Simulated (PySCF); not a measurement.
Simulated characterisation data

[PySCF: J: B3LYP/pcJ-1; GFN2-xTB geometry; PBE0/pcSseg-1 with gauge-including orbitals; non-relativistic Hamiltonian; one averaged value for each set of equivalent atoms; single conformer; in vacuum]

Scale: ¹H (31.72 ppm) and ¹³C (186.93 ppm) against TMS (reference shieldings calculated alike). Multiplet labels drop J under 1 Hz and among equivalent protons, and merge close values. Unscaled 3J(H,H) run several per cent high. Splittings of carbon signals by F and P are missing where no couplings were computed. Where no couplings were computed, multiplicities follow the n + 1 count of equivalent neighbours, and m marks all less simple cases (inequivalent or close neighbours, rings, F or P nearby). Shifts are as computed. Against solution values, carbons near 30 ppm lie about +3 ppm off and those near 130 ppm about +5 ppm. Of 1211 compounds with measured shifts, 218 miss one by over three times the rms of a fit or turn the order of signals round; such compounds aren't used in these exercises.

Compound 1 (C4H4O). ¹H NMR (500 MHz, computed): δ 8.55 (dt, J = 3.2, 1.5 Hz, 1H), 6.20 (dt, J = 3.2, 1.5 Hz, 1H), 3.34 (t, J = 1.5 Hz, 2H). ¹³C{¹H} NMR (computed): δ 190.5, 172.2, 148.6, 52.9. Structure: 2-cyclobutene-1-one (O=C1C=CC1).

Compound 2 (C8H4F3OP). ¹H NMR (500 MHz, computed): δ 8.55 (m, 1H), 8.13 (m, 1H), 7.98 (m, 1H), 7.75 (m, 1H). ¹³C{¹H} NMR (computed): δ 194.3 (C), 165.9 (C), 145.5 (C), 136.1 (CH), 134.5 (CH), 130.4 (C), 128.7 (CH), 120.2 (CH). Structure: `FC(F)(F)c1oc2ccccc2p1`.
